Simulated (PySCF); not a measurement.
C3H3ClF4, SMILES F[C@H](CCl)C(F)(F)F. Atoms are numbered in the order given.

```xyz
11

F     -0.4210    -0.1867    -1.7647
C     -0.2768    -0.7735    -0.5350
C     -1.4647    -0.4761     0.3513
Cl    -1.7104     1.2698     0.6480
C      1.0822    -0.3512     0.0213
F      1.2048    -0.7914     1.2873
F      1.2604     0.9658     0.0088
F      2.0631    -0.9069    -0.7044
H     -0.2232    -1.8721    -0.6642
H     -1.3401    -0.9786     1.3208
H     -2.3706    -0.8576    -0.1404
```
Charge 0, spin multiplicity 1.

Geometry: r2SCAN-D4/def2-SVP. The structure was generated by enumeration; whether it is a known compound was not checked. One conformer was computed; it need not be the lowest.

Level of theory: PBE/pcSseg-1 run with PySCF.

GIAO shieldings, no solvent; atoms listed in one row are averaged. δ = σ(ref) − σ: ¹⁹F against CFCl3 (σ = 133.6 ppm); ¹³C against TMS (σ = 182.0 ppm); ³⁵Cl against HCl (σ = 936.5 ppm); ¹H against TMS (σ = 31.49 ppm), references at their B3LYP-D3(BJ)/def2-TZVP geometries, non-relativistic (without spin–orbit terms, shifts of atoms bonded to Cl or Br come out too high).

**Question.** Estimate the chemical shifts. (An estimate is asked for; the answer gives what the named calculation found.)

**Answer.** 
| nucleus | atoms | count | δ (ppm) |
|---|---|---|---|
| ¹⁹F | F6, F7, F8 | 3 | -111.0 |
| ¹⁹F | F1 | 1 | -252.0 |
| ¹³C | C5 | 1 | 136.7 |
| ¹³C | C2 | 1 | 94.6 |
| ¹³C | C3 | 1 | 51.4 |
| ³⁵Cl | Cl4 | 1 | 75.6 |
| ¹H | H9 | 1 | 4.96 |
| ¹H | H11 | 1 | 4.16 |
| ¹H | H10 | 1 | 4.06 |
